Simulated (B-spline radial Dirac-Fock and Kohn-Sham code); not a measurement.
# Electron momentum distribution of Gd¹⁹⁺: Compton profiles

System: gadolinium as Gd¹⁹⁺, [Kr] 4d9.

Model: the impulse approximation on Dirac-Fock densities. Program: a B-spline atomic structure program. pz is in atomic units of momentum; subshell profiles are per electron, for a selection of subshells; open shells are spread over both j values by their weights.

```
 pz   J total   J 3s1/2   J 3p1/2   J 3d3/2   J 4d5/2
  0     3.194    0.0967    0.0571    0.0392    0.0972
0.3     3.187    0.0963    0.0571    0.0392    0.0972
0.4     3.181    0.0960    0.0571    0.0392    0.0972
0.5     3.173    0.0956    0.0571    0.0392    0.0972
0.6     3.164    0.0951    0.0571    0.0392    0.0972
0.8     3.140    0.0939    0.0571    0.0392    0.0972
  1     3.108    0.0924    0.0571    0.0392    0.0971
1.2     3.070    0.0906    0.0570    0.0392    0.0970
1.4     3.024    0.0885    0.0570    0.0392    0.0969
1.6     2.970    0.0861    0.0569    0.0392    0.0965
1.8     2.909    0.0836    0.0568    0.0392    0.0960
  2     2.840    0.0808    0.0567    0.0392    0.0951
2.5     2.638    0.0731    0.0561    0.0392    0.0913
  3     2.402    0.0647    0.0552    0.0392    0.0845
  4     1.902    0.0478    0.0520    0.0389    0.0630
  5     1.473    0.0329    0.0470    0.0382    0.0390
  7    0.9637    0.0141    0.0332    0.0348    0.0102
 10    0.6143   0.00731    0.0142    0.0255   0.00362
 15    0.3051   0.00609   0.00278    0.0108   0.00264
 20    0.1632   0.00264   0.00204   0.00381   0.00105
 30   0.05866  0.000300   0.00133  0.000468  0.000127
 40   0.02627  0.000223  0.000533  7.23e-05  1.85e-05
 60  0.007783  0.000128  8.24e-05  3.54e-06    < 1e-6
100  0.001320  2.22e-05  4.93e-06    < 1e-6    < 1e-6
```

J(0) = 3.194. The 4d5/2 subshell gives the largest part, 16 %.

Mean momentum ⟨p⟩ by subshell (a.u.): 1s1/2 62.7, 2s1/2 22.3, 2p1/2 29.7, 2p3/2 27.2, 3s1/2 11.2, 3p1/2 13.4, 3p3/2 12.7, 3d3/2 15.2, 3d5/2 14.9, 4s1/2 6.01, 4p1/2 6.74, 4p3/2 6.48, 4d3/2 7.18, 4d5/2 7.09.

Values without a named source are computed, but for edge energies of neutral atoms, which are taken from tables.
